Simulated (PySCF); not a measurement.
# Computed records: AlGeH₃N₂, BGeH₃O₂, BGeH₅NO, B₂GeH₆O and others

Calculation on a computer-drawn molecule: the log of a Hartree-Fock and frozen-core CCSD(T) single point meant for a local Hartree-Fock minimum, with one planted fault or none, to be diagnosed. Offsets are logged minus clean, where the clean run is the same molecule without the fault. The reference is restricted for singlets and unrestricted otherwise, and also for a bond in bohr or an excited solution. Adding or removing an electron swaps singlet and doublet. The excited solution moves the top pair (singlet) or top alpha electron (doublet) to the lowest empty orbital. Highest occupied and lowest empty are orbital energies over both spins, largest force is the largest gradient component, triples share is (T) over the correlation energy, the T1 limit is 0.02 restricted and 0.045 unrestricted, electrons count all cores, a negative frequency is imaginary (commonest isotopes), and the dipole is about the centre of nuclear charge; on germanium a core potential holds 10 electrons, which the energies leave out, and 3d is frozen in MP2 and coupled-cluster steps. Program: PySCF 2.14.0.

Common to all runs: meant multiplicity 1; meant basis and core potential on germanium cc-pVDZ-PP ECP10MDF; logged SCF converged yes; logged CC converged yes; logged SCF stable within its kind yes; possible faults no fault, one electron removed, one electron added, multiplicity raised by two, geometry at a saddle point, SCF held on an excited solution, minimal basis STO-3G, one bond length entered in bohr, all coordinates scaled.

(1) 
```xyz
7
formula=AlGeH3N2 meant_charge=0 meant_basis=cc-pV(D+d)Z logged_electrons=62 logged_basis_functions=89 logged_spin_squared=0 logged_highest_occupied=-8.3862 logged_lowest_empty=0.22043 logged_largest_force=0.020165 logged_T1_diagnostic=0.03052 logged_D1_diagnostic=0.094854 logged_triples_share=0.041637 logged_dipole_magnitude=5.0718 logged_energy_HF=-645.90531 logged_energy_CCSD(T)=-646.44675 planted_fault=all_coordinates_scaled,by_+2.1_% HF_energy_offset_from_clean_run=2.026 CCSD(T)_energy_offset_from_clean_run=-1.572
N     -1.8964    -1.2448     1.9912
Al    -1.2301    -0.5341     0.6748
Ge    -0.1653     0.6601    -1.4717
N      1.1169    -0.6327    -1.7880
H     -2.3055    -1.6863     2.8050
H      1.7617    -0.5221    -2.5777
H      1.3058    -1.4966    -1.2741
```

Units: logged_highest_occupied, logged_lowest_empty in eV; logged_largest_force in hartree/bohr; logged_dipole_magnitude in debye; logged_energy_HF, logged_energy_CCSD(T) in hartree; HF_energy_offset_from_clean_run, CCSD(T)_energy_offset_from_clean_run in kcal/mol.

Drawn bonds:
```tsv
atom	other atom	order
1	2	2
2	3	1
3	4	1
1	5	1
4	6	1
4	7	1
```

Notes: T1 above single-reference limit.

(2) 
```xyz
7
formula=BGeH3O2 meant_charge=0 meant_basis=cc-pVDZ logged_electrons=55 logged_basis_functions=80 logged_spin_squared=0.7845 logged_highest_occupied=-17.815 logged_lowest_empty=-7.7975 logged_largest_force=0.056488 logged_T1_diagnostic=0.028493 logged_D1_diagnostic=0.12117 logged_triples_share=0.029695 logged_dipole_magnitude=6.2525 logged_energy_HF=-469.32948 logged_energy_CCSD(T)=-469.88805 planted_fault=one_electron_removed HF_energy_offset_from_clean_run=198.7 CCSD(T)_energy_offset_from_clean_run=209.3
O      0.9687     1.7272    -1.2359
B      0.3240     0.8475    -2.0348
O     -0.9849     0.5491    -1.8172
Ge    -2.0119    -0.5950    -2.7720
H      0.4035     2.0708    -0.5577
H      0.9557     0.3522    -2.9304
H     -3.2993    -0.3388    -1.8781
```

Units: logged_highest_occupied, logged_lowest_empty in eV; logged_largest_force in hartree/bohr; logged_dipole_magnitude in debye; logged_energy_HF, logged_energy_CCSD(T) in hartree; HF_energy_offset_from_clean_run, CCSD(T)_energy_offset_from_clean_run in kcal/mol.

Drawn bonds:
```tsv
atom	other atom	order
1	2	1
2	3	1
3	4	1
1	5	1
2	6	1
4	7	1
```

(3) 
```xyz
9
formula=BGeH5NO meant_charge=1 meant_basis=cc-pVDZ logged_electrons=55 logged_basis_functions=90 logged_spin_squared=0.7602 logged_highest_occupied=-23.625 logged_lowest_empty=-11.102 logged_largest_force=0.063258 logged_T1_diagnostic=0.021623 logged_D1_diagnostic=0.096598 logged_triples_share=0.026499 logged_dipole_magnitude=4.95 logged_energy_HF=-449.5979 logged_energy_CCSD(T)=-450.12155 planted_fault=one_electron_removed HF_energy_offset_from_clean_run=301.5 CCSD(T)_energy_offset_from_clean_run=326.3
N      1.5140     0.2705     0.9422
Ge     0.8359     1.1426     2.3672
B     -0.6976     2.3516     1.3997
O     -1.5709     3.0414     0.8511
H      1.3671    -0.7233     0.9047
H      2.4608     0.4879     0.6836
H      0.0273     0.2923     3.3244
H      1.7418     2.1908     2.9787
H     -1.9396     3.2158    -0.0105
```

Units: logged_highest_occupied, logged_lowest_empty in eV; logged_largest_force in hartree/bohr; logged_dipole_magnitude in debye; logged_energy_HF, logged_energy_CCSD(T) in hartree; HF_energy_offset_from_clean_run, CCSD(T)_energy_offset_from_clean_run in kcal/mol.

Drawn bonds:
```tsv
atom	other atom	order
1	2	1
2	3	1
3	4	1
1	5	1
1	6	1
2	7	1
2	8	1
4	9	1
```

(4) 
```xyz
10
formula=B2GeH6O meant_charge=0 meant_basis=cc-pVDZ logged_electrons=56 logged_basis_functions=95 logged_spin_squared=0.6578 logged_highest_occupied=-9.4629 logged_lowest_empty=0.60494 logged_largest_force=0.017921 logged_T1_diagnostic=0.058552 logged_D1_diagnostic=0.27151 logged_triples_share=0.028983 logged_dipole_magnitude=1.7183 logged_energy_HF=-420.93936 logged_energy_CCSD(T)=-421.4506 planted_fault=one_bond_length_entered_in_bohr,row_7_of_the_drawn_bonds HF_energy_offset_from_clean_run=74.81 CCSD(T)_energy_offset_from_clean_run=74.27
B      1.3780    -0.3104    -0.9164
Ge     0.1948     0.5545    -2.3874
B     -1.8118     0.7953    -1.8753
O      0.3825    -0.4508    -3.8686
H      1.9411    -1.3496    -1.1022
H      1.4976     0.2341     0.1455
H      0.7363     1.9688    -2.7050
H     -3.4864     0.0218    -3.1917
H     -2.1055     1.3731    -0.8661
H     -0.1757    -0.1988    -4.5894
```

Units: logged_highest_occupied, logged_lowest_empty in eV; logged_largest_force in hartree/bohr; logged_dipole_magnitude in debye; logged_energy_HF, logged_energy_CCSD(T) in hartree; HF_energy_offset_from_clean_run, CCSD(T)_energy_offset_from_clean_run in kcal/mol.

Drawn bonds:
```tsv
atom	other atom	order
1	2	1
2	3	1
2	4	1
1	5	1
1	6	1
2	7	1
3	8	1
3	9	1
4	10	1
```

Notes: T1 above single-reference limit.

(5) 
```xyz
8
formula=ClGe2H4N meant_charge=0 meant_basis=cc-pV(D+d)Z logged_electrons=92 logged_basis_functions=103 logged_spin_squared=1.102 logged_highest_occupied=-8.4648 logged_lowest_empty=-0.071437 logged_largest_force=0.019886 logged_T1_diagnostic=0.087001 logged_D1_diagnostic=0.57053 logged_triples_share=0.033627 logged_dipole_magnitude=3.9824 logged_energy_HF=-1102.98585 logged_energy_CCSD(T)=-1103.51391 planted_fault=one_bond_length_entered_in_bohr,row_3_of_the_drawn_bonds HF_energy_offset_from_clean_run=76.25 CCSD(T)_energy_offset_from_clean_run=88.95
Cl     2.6999    -0.0864    -1.9736
Ge     3.0074     0.2305     0.2252
N      1.2639     0.3941     0.6854
Ge    -1.7824     0.2872    -1.0988
H      1.1342     0.5508     1.6729
H     -2.8718     0.5062    -0.0426
H     -1.8252     1.4048    -2.1357
H     -1.9587    -1.0762    -1.7590
```

Units: logged_highest_occupied, logged_lowest_empty in eV; logged_largest_force in hartree/bohr; logged_dipole_magnitude in debye; logged_energy_HF, logged_energy_CCSD(T) in hartree; HF_energy_offset_from_clean_run, CCSD(T)_energy_offset_from_clean_run in kcal/mol.

Drawn bonds:
```tsv
atom	other atom	order
1	2	1
2	3	1
3	4	1
3	5	1
4	6	1
4	7	1
4	8	1
```

Notes: T1 above single-reference limit.
